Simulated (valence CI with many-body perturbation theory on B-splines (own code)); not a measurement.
Values are calculated unless marked as measured or tabulated.
## Sensitivity of CI+MBPT for Hf59+

Method: relativistic CI+MBPT: three valence electrons over a frozen Dirac-Fock core [Ne], radial functions for each j: 6 s, 6 p, 5 d, 3 f, 1 g, with the one-electron correlation potential Σ1, the two-electron term Σ2, the three-electron term Σ3, Breit, model QED; selected CI, second order for the rest, scaled by the run's own slope (own B-spline code, finite nucleus).

No measured spectrum was set against this ion. As an estimate, large intervals hold to a few tenths of a per cent, small ones and those within an open d or f shell to about a per cent.

The reference run has the lowest level (3s^2 3p1/2) J=1/2 and an ionisation energy of 6284.85 eV. Its largest variational space holds 2754 state functions.

Levels are named by their leading jj configuration (3d3/2^4 stands for four electrons in 3d with j = 3/2), which in mixed levels can hold well under half, so a name can repeat and another be missing. Letters in brackets count levels of one name in rising energy.

Changed runs:
A. scale of Σ1 1 → 1.1
B. Breit term on → off
C. shift of the energy in Σ1 (hartree) 0 → -32.033
D. scale of Σ1 1 → 0 (bad on purpose)

Excitation energies of the reference run in cm⁻¹, and shifts in cm⁻¹:

```
                     Level  Reference      A       B      C      D
        (3s 3p1/2^2) J=1/2    1291760   -224  -30885    +97  +2235
        (3s^2 3p3/2) J=3/2    2573360   +139  +31540    -93  -1391
(3s 3p1/2 3p3/2) J=3/2 [a]    3630740    -84   +1406   +4.4   +838
    (3s 3p1/2 3p3/2) J=5/2    3771670    -81   +7391   +2.7   +808
(3s 3p1/2 3p3/2) J=3/2 [b]    3938140    -80   +9226   -2.6   +798
    (3s 3p1/2 3p3/2) J=1/2    4015860    -83    +860   +3.6   +833
        (3s^2 3d3/2) J=3/2    4393180    -66  +33459    -25   +658
        (3s^2 3d5/2) J=5/2    4908970    +58  +54963    -73   -580
     (3p1/2^2 3p3/2) J=3/2    5207810   -295  -15778    +86  +2947
(3s 3p1/2 3d3/2) J=3/2 [a]    5315360   -289   +2291    +74  +2885
    (3s 3p1/2 3d3/2) J=5/2    5413080   -284  +13575    +66  +2841
    (3s 3p1/2 3d3/2) J=1/2    5618790   -284   +7189    +65  +2844
    Ionisation energy (eV)    6284.85  +0.12   +8.97  -0.08  -1.17
```
